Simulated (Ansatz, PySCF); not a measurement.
Reaction 2 R1 + R2 → 2 P1 + P2, each structure at its B3LYP-D3(BJ)/def2-TZVP stationary point, reached from a drawn start (curvature not checked).
P1: CH4 (SMILES C), charge 0, multiplicity 1.
R1: H2 (SMILES [H][H]), charge 0, multiplicity 1.
P2: SiH4 (SMILES [SiH4]), charge 0, multiplicity 1.
R2, C2H8Si (SMILES C[SiH2]C) (charge 0, multiplicity 1):
```xyz
11

Si     0.0489    -0.5542    -0.4759
C      1.4680     0.5921    -0.0347
C     -1.5118    -0.0961     0.4607
H      0.4257    -1.9560    -0.1569
H     -0.2106    -0.4829    -1.9375
H      1.2225     1.6280    -0.2787
H      2.3752     0.3249    -0.5799
H      1.6913     0.5426     1.0333
H     -2.3366    -0.7633     0.2034
H     -1.8208     0.9251     0.2272
H     -1.3520    -0.1603     1.5392
```

P less R. No zero-point or thermal terms.

Frozen-core correlation throughout. CBS: X⁻³ extrapolation of the correlation energy, Hartree–Fock from the larger set.

The values were computed with Ansatz (Gaussian basis) for Hartree–Fock, density functionals and correlated methods; PySCF for the D3/D4 terms. All values are computed, each at the level named.

Problem. What reaction energy does r2SCAN/def2-TZVPP give?

Solution. -12.8 kcal/mol

Problem. Estimate the reaction energy that MP2/CBS(cc-pV(T+d)Z, cc-pV(Q+d)Z) returns for this input.

Solution. -10.4 kcal/mol

Problem. Predict the reaction energy from PBE-D3(BJ)/def2-TZVPP.

Solution. -12.2 kcal/mol

Ansatz is a quantum-chemistry and plane-wave program.
